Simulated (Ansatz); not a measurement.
C₂H₆SSi₂ (`[SiH3][SiH]1C=CS1`). Charge 0, multiplicity 1. All single points use the PBE0-D4/def2-TZVP geometry.

```xyz
11

Si   -1.918    0.680    0.039
Si    0.203    0.172   -0.795
C     1.584    0.145    0.427
C     1.704   -1.192    0.432
S     0.594   -1.971   -0.718
H    -2.963    0.213   -0.911
H    -2.095    0.001    1.348
H    -2.067    2.150    0.222
H     0.453    0.782   -2.129
H     2.142    0.832    1.048
H     2.362   -1.811    1.037
```

Q: What is the dipole moment at PBE/def2-TZVPP? (An estimate is asked.)

A: Ansatz gave: 1.19 D, with components (0.33, 0.98, 0.59) D in this frame, pointing from negative to positive charge.

Q: And with r2SCAN, B3LYP, ωB97M-V? (Best estimate.)

A: Computed: r2SCAN 1.29 D, B3LYP 1.29 D, ωB97M-V 1.34 D.

Q: Give the Mulliken charges with PBE, ωB97M-V, r2SCAN in def2-TZVPP. (Estimate.)

A: Computed: 
```csv
atom,PBE,ωB97M-V,r2SCAN
Si1,0.10,0.05,0.18
Si2,0.30,0.28,0.41
C3,-0.30,-0.35,-0.40
C4,0.08,0.04,0.15
S5,-0.20,-0.18,-0.23
H6,-0.04,-0.01,-0.06
H7,-0.03,-0.01,-0.05
H8,-0.04,-0.02,-0.06
H9,-0.06,-0.03,-0.09
H10,0.09,0.11,0.07
H11,0.09,0.11,0.08
```

B3LYP here is the variant with VWN-RPA as its local correlation; programs differ in this.
